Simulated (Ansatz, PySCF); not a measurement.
The pair A = GeH4 (SMILES [GeH4]) (first 5 atoms), B = CH4S (SMILES CS); geometry from B3LYP-D3(BJ)/def2-TZVP.
(charge 0, multiplicity 1):
```xyz
11

Ge    -0.00003     0.13432     0.16205
H     -1.52394     0.28526     0.22581
H      0.41839    -1.23619     0.71576
H      0.68099     1.24488     0.97313
H      0.45959     0.23236    -1.30489
C      1.05853    -0.29820     3.99155
S     -0.75247    -0.22582     3.80856
H      1.52855    -0.69742     3.09514
H      1.38948     0.72918     4.13302
H      1.34382    -0.88383     4.86276
H     -0.95362    -1.54037     3.62257
```

Frozen-core correlation. Filled d and f shells under p-block atoms count as core. CBS: X⁻³ extrapolation of the correlation energy, Hartree–Fock from the larger set. MP2 and its Hartree–Fock in def2-TZVPPD are density fitted.

Codes used: Ansatz (Gaussian orbitals); PySCF for the dispersion terms. 

The monomers are drawn apart, rigid, along the line of their centres of mass. Counterpoise-corrected interaction energies (kcal/mol):

| level | R = 5.225 Å | R = 6.722 Å |
|---|---|---|
| PBE/def2-TZVPPD | -0.2655 | -0.0408 |
| PBE-D3(BJ)/def2-TZVPPD | -0.6180 | -0.1204 |
| wB97M-V/def2-TZVPPD | -0.5041 | -0.1061 |
| MP2/CBS(def2-SVPD, def2-TZVPPD) + ΔCCSD(T)/def2-SVPD | -0.4987 | -0.1082 |

Question: R is the distance of the centres of mass. Find the local exponent m of E ∝ R⁻ᵐ between the two points.

Answer: 
m = ln(E₁/E₂)/ln(R₂/R₁): PBE/def2-TZVPPD 7.4; PBE-D3(BJ)/def2-TZVPPD 6.5; wB97M-V/def2-TZVPPD 6.2; MP2/CBS(def2-SVPD, def2-TZVPPD) + ΔCCSD(T)/def2-SVPD 6.1. For scale, two fixed dipoles give m = 3, dipole and quadrupole 4, quadrupoles 5, and dispersion or dipole-induced dipole 6 at long range; at these distances several terms mix, and what is left of overlap and damping shifts m, so it need not match one of them.

Ansatz is an electronic-structure program.
